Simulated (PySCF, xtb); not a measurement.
Dissociation curve of BH, singlet.

Levels of theory: RKS-B3LYP/3-21G = restricted B3LYP/3-21G in PySCF; GFN1-xTB (xtb); UKS-B3LYP/6-31G* = PySCF with unrestricted B3LYP/6-31G*, spherical d; RHF/cc-pVTZ (PySCF).

Energies are in kJ/mol, each relative to the lowest point of its own curve near equilibrium.

| R / Å | RKS-B3LYP/3-21G | GFN1-xTB | UKS-B3LYP/6-31G* | RHF |
|---|---|---|---|---|
| 0.98 | 106.5 | 98.9 | 101.1 | 91.4 |
| 1.05 | 50.6 | 45.8 | 47.1 | 40.3 |
| 1.12 | 18.6 | 16.4 | 16.6 | 12.4 |
| 1.18 | 4.7 | 4.1 | 3.8 | 1.8 |
| 1.21 | 1.4 | 1.2 | ? | 0.0 |
| 1.24 | 0.0 | 0.0 | 0.0 | 0.2 |
| 1.27 | 0.2 | 0.4 | 0.7 | 2.0 |
| 1.32 | 3.6 | 3.8 | 4.7 | ? |
| 1.37 | 10.0 | 10.2 | 11.7 | 17.3 |
| 1.44 | 22.3 | 22.7 | 25.1 | 34.0 |
| 1.55 | 47.0 | 47.7 | 51.6 | 66.0 |
| 1.66 | 75.1 | 76.1 | 81.6 | 101.7 |
| 1.87 | 132.6 | 134.8 | 141.5 | 172.2 |
| 2.06 | 184.6 | 189.2 | 193.9 | 233.6 |
| 2.22 | 226.4 | 232.9 | 234.9 | 281.7 |
| 2.48 | 287.8 | 296.0 | 281.7 | 352.2 |
| 2.75 | 341.7 | 348.7 | 310.0 | ? |
| 3.03 | 387.5 | 389.5 | 327.3 | ? |
| 3.35 | 429.1 | 421.4 | 338.8 | 526.1 |
| 3.75 | 467.7 | 444.6 | 346.0 | 580.9 |
| 4.37 | 505.4 | — | ? | 644.3 |
| 4.98 | 524.6 | — | ? | 687.8 |

Some entries are withheld; supply them.


- 1.21, UKS-B3LYP/6-31G*: 1.0
- 1.32, RHF: 8.1
- 2.75, RHF: 415.7
- 3.03, RHF: 472.0
- 4.37, UKS-B3LYP/6-31G*: 349.6
- 4.98, UKS-B3LYP/6-31G*: 350.3

A dash means that the run gave no value there, or that the column was ended at a point which the program doubted or which failed a test of continuity chosen for this set; such a test can also cut sound points.

The restricted form behind RKS-B3LYP/3-21G, RHF keeps the bonding electrons paired and can't separate into open-shell fragments. The unrestricted determinant behind UKS-B3LYP/6-31G* is spin-contaminated at 0.98 to 1.37, 2.22 to 4.98 Å (<S²> up to 1.0, against 0.00 for a pure singlet).
